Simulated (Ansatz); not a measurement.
`CC1[CH2][AlH][SiH2]1`. Total charge 0; spin multiplicity 1. The structure was optimised at the PBE0-D4/def2-TZVP level.

```xyz
14

C    -0.391    0.973    1.441
C     0.317    0.100    0.416
C    -0.380   -1.262    0.143
Al    0.325   -1.555   -1.678
Si    0.568    0.828   -1.352
H    -1.395    1.235    1.096
H     0.148    1.906    1.626
H    -0.499    0.453    2.399
H     1.336   -0.111    0.771
H    -0.258   -1.986    0.953
H    -1.464   -1.095    0.041
H     0.579   -2.829   -2.596
H     1.753    1.719   -1.516
H    -0.638    1.623   -1.744
```

(1) What is the dipole moment at PBE/def2-TZVPP? (Estimate.)

(2) And with r2SCAN, B3LYP, ωB97M-V? (Best estimate.)

(3) Give the Mulliken charges with PBE, r2SCAN, ωB97M-V in def2-TZVPP. (An estimate is asked.)

## Answers

(1) The calculation gave: 0.83 D, with components (-0.05, -0.66, 0.49) D in this frame, pointing from negative to positive charge.

(2) The calculation gave: r2SCAN 0.82 D, B3LYP 0.78 D, ωB97M-V 0.81 D.

(3) Computed: 
```tsv
atom	PBE	r2SCAN	ωB97M-V
C1	-0.27	-0.16	-0.32
C2	-0.03	0.01	-0.18
C3	-0.28	-0.33	-0.41
Al4	0.31	0.44	0.37
Si5	0.03	0.07	0.05
H6	0.08	0.04	0.10
H7	0.08	0.05	0.11
H8	0.08	0.04	0.10
H9	0.08	0.04	0.12
H10	0.08	0.06	0.11
H11	0.07	0.05	0.11
H12	-0.09	-0.14	-0.09
H13	-0.07	-0.09	-0.04
H14	-0.07	-0.08	-0.04
```

B3LYP here is the variant with VWN-RPA as its local correlation; programs differ in this.
